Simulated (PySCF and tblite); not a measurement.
Results of a calculation; reference values are marked as such.
2 diastereomers of C₄H₈O₂Si₂, numbered alike:

| isomer | SMILES | descriptors (one enantiomer) |
| --- | --- | --- |
| A | [CH:1]#[C:2][Si@@H:3]1[O:4][SiH2:5][C@H:6]([CH3:7])[O:8]1 | 3S, 6R |
| B | [CH:1]#[C:2][Si@H:3]1[O:4][SiH2:5][C@H:6]([CH3:7])[O:8]1 | 3R, 6R |

Protocol: conformer search, at most 6 conformers an isomer, GFN2-xTB geometries, energies B3LYP/def2-SVP (IEF-PCM, acetone) (D3(BJ) added where defined), GIAO shieldings mPW1PW91/pcSseg-1 (IEF-PCM, acetone), weights at 298.15 K with GFN2-xTB thermal terms. Programs: PySCF with density fitting and tblite.

Question: What shifts does each isomer give (ppm)?

Answer: 
A: ¹H (against TMS): 4.41 (H6, 1H), 2.29 (H1, 1H), 1.54 (H7, 3H). ¹³C (against TMS): 102.3 (C1), 88.8 (C2), 66.1 (C6), 24.6 (C7). ²⁹Si (against TMS): -12.7 (Si5), -35.3 (Si3).

B: ¹H (against TMS): 4.45 (H6, 1H), 2.29 (H1, 1H), 1.49 (H7, 3H). ¹³C (against TMS): 102.5 (C1), 88.3 (C2), 65.9 (C6), 24.4 (C7). ²⁹Si (against TMS): -12.8 (Si5), -35.3 (Si3). H not on carbon is left out.

Unscaled ²⁹Si shifts at such levels can be off by tens of ppm; differences between conformers or isomers are more reliable. Shifts are unscaled: against experiment ¹³C can be off by 15 ppm or more and ¹H by 0.8 ppm. GFN2-xTB leaves a saturated small ring flat here that puckers in reality.
